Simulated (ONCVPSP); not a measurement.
u(r) = r·R(r): atom against pseudo-atom (Cr)

Columns: radius, all-electron u(r) and pseudo u(r) of the 3s shell (level -77.05 eV) of chromium in the configuration [Ne] 3s2 3p6 3d5 4s0.5; PBEsol, scalar-relativistic, ONCV scheme, ONCVPSP 4.0.1.

```csv
r (bohr),all-electron,pseudo
0.098,-0.1384,0.0898
0.195,-0.6178,0.2104
0.292,-0.3624,0.3776
0.390,0.1620,0.5845
0.488,0.6393,0.7985
0.585,0.9606,0.9795
0.682,1.1273,1.0993
0.780,1.1730,1.1450
0.878,1.1357,1.1207
0.975,1.0506,1.0455
1.072,0.9419,0.9410
1.170,0.8245,0.8244
1.268,0.7096,0.7095
1.365,0.6039,0.6038
1.463,0.5081,0.5080
1.560,0.4249,0.4248
1.658,0.3525,0.3524
1.755,0.2914,0.2914
1.852,0.2400,0.2399
1.950,0.1965,0.1965
2.047,0.1608,0.1608
2.145,0.1310,0.1310
2.242,0.1067,0.1067
2.340,0.0866,0.0865
2.438,0.0701,0.0701
2.535,0.0568,0.0568
```

Q: How many radial nodes do the two functions have?

A: The all-electron 3s function has n − l − 1 = 2 (the table is too coarse to show those close to the nucleus); the pseudo-wave has 0, since the states of the same l below it are removed with the core.

Q: At about which radius was the pseudo-wave matched?

A: 1.25 bohr, where the columns begin to agree (steps of 0.10 bohr).

Q: Is the pseudo-wave norm-conserving?

A: Yes: the ONCV scheme keeps the norm inside the radius equal to the all-electron one, which fixes the energy derivative of the logarithmic derivative at the level.
